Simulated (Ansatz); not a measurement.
A single point on `[O]=[Mo]([OH])([OH])([OH])[F]`.

```yaml
crystal:
  periodic: [false, false, false]
  atoms:
    - {symbol: O, position_ang: [-1.208098, -0.495257, -1.563041]}
    - {symbol: Mo, position_ang: [-0.207850, -0.074676, -0.313238]}
    - {symbol: O, position_ang: [1.093791, -1.409414, -0.064352]}
    - {symbol: O, position_ang: [1.025235, 1.032937, -1.136502]}
    - {symbol: O, position_ang: [-0.943635, 1.377547, 0.629126]}
    - {symbol: F, position_ang: [-1.004969, -1.018840, 1.140970]}
    - {symbol: H, position_ang: [0.923301, -2.069365, 0.614627]}
    - {symbol: H, position_ang: [1.772210, 1.481151, -0.729537]}
    - {symbol: H, position_ang: [-1.450005, 1.175927, 1.421948]}
basis:
  gaussian: {orbitals: def2-QZVPP}
correlation: {method: mp2}
```

```sh
$ ansatz run in.yaml --threads 2 --pin off --events-out ev --progress --plain --max-ram 32768MiB --backend cuda --devices 0, --max-vram 18GiB
```

Shortened log:

```
Functional definition: HF
2899 factors; integrals over basis functions are off by at most 8.1e-4 eV
mean field evaluation 1: about -12733.0319 eV, gradient 9.4e1 eV
mean field evaluation 2: about -12733.2746 eV, gradient 9.5e1 eV
mean field evaluation 4: about -12747.1673 eV, gradient 1.9e1 eV
mean field evaluation 8: about -12747.7975 eV, gradient 5.3e-1 eV
mean field evaluation 16: about -12747.8348 eV, gradient 1.8e-6 eV
mean field -12747.83478926 eV, -468.4742877124 hartree, gradient 2.0e-6 eV, S^2 0.000000; 0 other end points of the search recorded, 0 dependent functions left out
5 core orbitals not correlated: weight in the atoms' cores, before any rotation towards them, 1.000 or more for the frozen orbitals, at most 0.000 for the correlated occupied ones
reference -12747.83478926 eV, -468.4742877124 hartree; 24, 24 occupied and 427, 427 virtual orbitals, 2899 factors
second order -54.02004058 eV of doubles, -0.00000000 eV of singles
Total energy: -12801.85482984 eV, -470.4594875877 hartree
```

Run time 6 s (2 threads of an AMD EPYC 7R13 on a shared host and a share of an NVIDIA H100 80 GB); peak host memory 0.95 GiB.
